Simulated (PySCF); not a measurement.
## Stationary points of CrO₃⁻

Level of theory: PySCF, PBE, basis Cr def2-SVPD, O def2-SVPD (no relativity, density fitting).

Relaxations began from a few typed shapes; open shells are unrestricted. The search is not exhaustive: other isomers or separated fragments can lie lower, and high-lying points may rest on an excited occupation.

**Question.** Which is the lowest minimum found?
A. doublet D3h: Cr–O 1.628 Å (×3); O–Cr–O 120.0° (×3)
B. broken-symmetry Ms = 1/2 (⟨S²⟩ 1.66) C2v: Cr–O 1.638 Å, Cr–O 1.859 Å (×2), O–O 1.463 Å; Cr–O–O 66.8° (×2), O–Cr–O 46.3°, O–Cr–O 156.8° (×2)

**Answer.** A. The others lie at 422.7 (broken-symmetry Ms = 1/2 C2v, a saddle point) kJ/mol above it.

Formally Cr is in oxidation state +5, d1, with 1 unpaired electron. The Mulliken spin on Cr is 1.28. The polar-tensor charge on Cr, 1.38, is far below the formal one.

For the lowest minimum: open d and f shells are described by one determinant, and the ground state may have another occupation or spin. The lowest empty level of this anion is unbound, so it and the gap depend on the basis.

The electron or spin density has lower symmetry than the nuclear frame for the broken-symmetry Ms = 1/2 (⟨S²⟩ 1.66) C2v at 422.7 kJ/mol.
